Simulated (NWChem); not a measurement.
System: C3H9B; SMILES CB(C)C

```xyz
13

B      0.0069     0.0029    -0.0303
C      1.1627     1.0694     0.0472
H      2.0704     0.7918    -0.5108
H      1.4632     1.1095     1.1136
H      0.8595     2.0923    -0.2241
C      0.3393    -1.5348    -0.1106
H     -0.4102    -2.1106    -0.6773
H      0.2767    -1.9172     0.9276
H      1.3463    -1.7787    -0.4806
C     -1.4953     0.4705     0.0250
H     -2.2062    -0.2953     0.3713
H     -1.7691     0.6974    -1.0253
H     -1.6550     1.4060     0.5838
```
Atoms are numbered in this order, from 1.

Level: PBE0/def2-SVP (NWChem), optimised geometry, unscaled harmonic frequencies. 

Problem. List the harmonic frequencies with IR intensities, and the thermochemistry.

Solution. 
| frequency (cm⁻¹) | IR intensity (km/mol) |
|---|---|
| 16 | 0.3 |
| 104 | 1.2 |
| 137 | 1.3 |
| 316 | 0.3 |
| 317 | 0.4 |
| 347 | 0.8 |
| 616 | 0.9 |
| 628 | 0.9 |
| 718 | 0.4 |
| 811 | 0.1 |
| 859 | 3.7 |
| 872 | 0.2 |
| 964 | 39.7 |
| 1165 | 44.9 |
| 1167 | 41.4 |
| 1295 | 1.4 |
| 1318 | 144.1 |
| 1324 | 142.3 |
| 1410 | 0.7 |
| 1414 | 0.2 |
| 1422 | 0.8 |
| 1439 | 4.9 |
| 1446 | 2.4 |
| 1455 | 10.5 |
| 3025 | 1.0 |
| 3027 | 0.4 |
| 3030 | 0.6 |
| 3112 | 6.8 |
| 3113 | 11.9 |
| 3115 | 18.6 |
| 3157 | 1.3 |
| 3158 | 20.1 |
| 3159 | 26.9 |

```json
{
  "zero_point_energy": "70.7 kcal/mol",
  "thermal correction to the enthalpy at 298.15 K (with zero-point energy)": "75.7 kcal/mol",
  "heat capacity Cv": "23.0 cal/(mol K)",
  "entropy at 298.15 K and 1 atm (symmetry number 1)": "82.0 cal/(mol K)",
  "dipole_moment": "0.11 D"
}
```

Rigid rotor and harmonic oscillator; modes under 100 cm⁻¹ make the entropy uncertain.
